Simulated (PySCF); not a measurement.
Vertical excitations of a molecule C3H7BO from TDA-PBE/def2-SVPD (PySCF), as energy in eV (oscillator strength): 5.31 (0.000), 6.19 (0.003), 6.26 (0.000), 6.40 (0.351), 6.67 (0.009), 7.04 (0.079), 7.21 (0.000), 7.43 (0.023), 7.52 (0.022), 7.60 (0.027). Lowest triplet (TDA): 3.87 eV. Coordinates come from a B3LYP-D3(BJ)/def2-SVP optimisation. The values are those of a single conformer.

Q: Pick the molecule that these values belong to.
A) OB1CCC1
B) CB1CCO1
C) C=CB(C)O
D) C=CBOC

A: C, C=CB(C)O
